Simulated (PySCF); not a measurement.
Input for PySCF: R-HF/3-21G on BrH7Si2 (a complex), monomers drawn apart or pushed together.

```python
from pyscf import gto, scf, dft, mp
from pyscf.data.elements import chemcore

mol = gto.M(
    atom='''
    Br   -0.49929743    0.26644676   -0.20399063
    H     0.26136496   -0.57131658    0.66736226
    Si    0.97290129   -1.16029232    5.30588282
    Si   -0.55571500    0.61598933    5.40486012
    H     2.26749871   -0.77763128    5.91865528
    H     1.24241629   -1.55218860    3.89552888
    H     0.44175167   -2.35337654    6.00758884
    H    -0.78824017    0.96619879    6.82760408
    H    -1.84310782    0.22063395    4.78912489
    H    -0.01388483    1.79978342    4.69932369
    ''',
    basis='3-21g',
    charge=0, spin=0, verbose=3, max_memory=1800)
mf = scf.RHF(mol)
mf.conv_tol = 1e-8
mf.max_cycle = 100
mf.kernel()
if not mf.converged:
    mf = mf.newton().run(mf.mo_coeff, mf.mo_occ)
```

Program output:

```
converged SCF energy = -3138.85642153847
```

Self-consistency was reached.

Cost: about 0.7 core-seconds (a rough figure).
